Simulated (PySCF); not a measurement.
Species: C₄H₅F₃O₂.
Numbering: `[CH3:1][CH2:2][O:3][C:4](=[O:5])[C:6]([F:7])([F:8])[F:9]` (hydrogens: H10, H11, H12 on C1; H13, H14 on C2)

Structure used (PBE0-D3(BJ)/def2-SVP), in Å, numbered top down from 1:
```
atom  x, y, z in Å
C1    -1.9757   -0.5491    0.6422
C2    -1.2321    0.6916    0.2085
O3     0.1484    0.6389    0.5992
C4     0.9632   -0.0476   -0.1791
O5     0.6843   -0.6254   -1.1886
C6     2.3903    0.0005    0.3967
F7     3.2010   -0.7415   -0.3347
F8     2.8429    1.2516    0.4028
F9     2.4034   -0.4553    1.6465
H10   -3.0440   -0.4440    0.4017
H11   -1.8800   -0.7053    1.7266
H12   -1.5948   -1.4371    0.1182
H13   -1.2818    0.8269   -0.8821
H14   -1.6210    1.5927    0.7005
```

All values: PBE0/pcSseg-1 and CAM-B3LYP/def2-SVPD (PySCF, non-relativistic), on one gas-phase PBE0-D3(BJ)/def2-SVP geometry that isn't relaxed in the solvent. The solvent is an IEF-PCM continuum (van der Waals radii × 1.2). Specific hydrogen bonds and non-electrostatic terms are outside this model.

Gas phase at PBE0/pcSseg-1: HOMO -8.91 eV, LUMO -0.79 eV, dipole 3.13 D.

What does the continuum do to the energy, the frontier levels and the dipole at PBE0/pcSseg-1 in chloroform, tetrahydrofuran and methanol?

| solvent | ε | E(solvent) − E(gas) (kcal/mol) | polarisation term (kcal/mol) | distortion of the solute (kcal/mol) | HOMO (eV) | LUMO (eV) | dipole (D) |
| --- | --- | --- | --- | --- | --- | --- | --- |
| chloroform | 4.711 | -3.26 | -3.52 | 0.26 | -8.96 | -0.80 | 3.54 |
| tetrahydrofuran | 7.426 | -3.73 | -4.06 | 0.33 | -8.97 | -0.81 | 3.60 |
| methanol | 32.61 | -4.43 | -4.90 | 0.47 | -8.98 | -0.81 | 3.68 |

The first energy column is the sum of the next two and covers electrostatics alone. From chloroform to methanol the lowering changes by a factor 1.36, Onsager's factor (ε − 1)/(2ε + 1) by 1.34 and ε itself by 6.9.

Which radius a makes the point-dipole formula ΔE = −[(ε − 1)/(2ε + 1)]·μ²/a³ give the value in methanol, with the gas-phase dipole?

μ = 1.230 au and |ΔE| = 0.00707 Eh give a = 2.47 Å; the farthest nucleus lies 3.35 Å from the centroid of the nuclei, so such a sphere wouldn't even hold the nuclei. The formula assumes a rigid point dipole at the centre of a sphere.

Give the dipole vector in the frame of the coordinates (D, pointing from negative to positive charge), gas and methanol.

Gas (-2.90, 0.85, 0.81), solvent (-3.35, 1.12, 1.02). Its length changes by +18 % and its direction by 2°.

Which Hirshfeld charges (PBE0/pcSseg-1) respond most in chloroform (means over atoms taken as equivalent)?

| atoms | environment | gas (e) | solvent (e) | change |
| --- | --- | --- | --- | --- |
| O5 | ester carbonyl oxygen | -0.234 | -0.251 | -0.017 |
| H13/H14 | methylene hydrogen | +0.051 | +0.056 | +0.005 |
| C4 | ester carbonyl carbon | +0.186 | +0.191 | +0.005 |
| C2 | sp3 carbon bound to oxygen | +0.018 | +0.021 | +0.003 |
| F7/F8/F9 | fluorine of a CF3 group | -0.085 | -0.087 | -0.002 |
| H10/H11/H12 | methyl hydrogen | +0.048 | +0.050 | +0.002 |
| C6 | CF3 carbon | +0.250 | +0.251 | +0.001 |
| C1 | methyl carbon | -0.118 | -0.117 | +0.001 |

How do the nuclear quadrupole coupling constants eQVzz/h respond in chloroform?

| nucleus | Q (barn) | gas (MHz) | solvent (MHz) | η gas | η solvent |
| --- | --- | --- | --- | --- | --- |
| 17O at O3 | -0.0256 | -9.99 | -9.82 | 0.30 | 0.28 |
| 17O at O5 | -0.0256 | 9.98 | 9.84 | 0.27 | 0.22 |

Gas phase at CAM-B3LYP/def2-SVPD: HOMO -10.56 eV, LUMO 0.20 eV, dipole 3.26 D.

What does the continuum do to the energy, the frontier levels and the dipole at CAM-B3LYP/def2-SVPD in chloroform and methanol?

```json
{"solvent": "chloroform", "ε": "4.711", "E(solvent) − E(gas) (kcal/mol)": "-3.33", "polarisation term (kcal/mol)": "-3.64", "distortion of the solute (kcal/mol)": "0.31", "HOMO (eV)": "-10.59", "LUMO (eV)": "0.21", "dipole (D)": "3.74"}
{"solvent": "methanol", "ε": "32.61", "E(solvent) − E(gas) (kcal/mol)": "-4.54", "polarisation term (kcal/mol)": "-5.12", "distortion of the solute (kcal/mol)": "0.58", "HOMO (eV)": "-10.61", "LUMO (eV)": "0.20", "dipole (D)": "3.90"}
```

How does the static polarisability (CAM-B3LYP/def2-SVPD, frozen core, with the continuum's full static response) change?

```json
{"medium": "gas", "isotropic (au)": "58.3", "principal values (au)": "50.9, 57.0, 67.2", "⟨r²⟩ of the electrons (bohr²)": "1250.7"}
{"medium": "chloroform", "isotropic (au)": "68.9", "principal values (au)": "60.4, 69.2, 77.0", "⟨r²⟩ of the electrons (bohr²)": "1250.3"}
{"medium": "methanol", "isotropic (au)": "73.7", "principal values (au)": "65.1, 74.7, 81.2", "⟨r²⟩ of the electrons (bohr²)": "1250.2"}
```

The isotropic value in methanol is 1.26 times the gas-phase one; no cavity-field correction is applied. ⟨r²⟩ is taken about the centre of nuclear charge.

Rough CPU time on one thread of a shared machine: about 60 s. This is the whole shielding run at PBE0/pcSseg-1 in methanol, SCF included.
